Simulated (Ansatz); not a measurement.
Molecule: C3H2O, net charge 0, singlet state. 
Geometry from a B3LYP-D3(BJ)/def2-TZVP (Ansatz, a first-principles code) optimisation:
```
C
C 1 1.3395
H 2 1.0813 1 144.06
H 1 1.0813 2 144.06 3 0.00
C 1 1.4272 4 153.93 2 -180.00
O 5 1.2000 1 152.01 4 0.00
```

Basis-set convergence of Hartree-Fock and CCSD correlation energies (hartree) with Ansatz. Cores are frozen in the correlated levels unless marked. No spin-orbit coupling. No relativistic terms.

| basis | functions | E(HF) | E(corr, CCSD) |
|---|---|---|---|
| cc-pVDZ | - | -189.54928 | -0.56972 |
| cc-pVTZ | 148 | ? | ? |

Problem. Complete the blanks.

Solution. 
- cc-pVTZ, E(HF): -189.60246
- cc-pVTZ, E(corr, CCSD): -0.68907
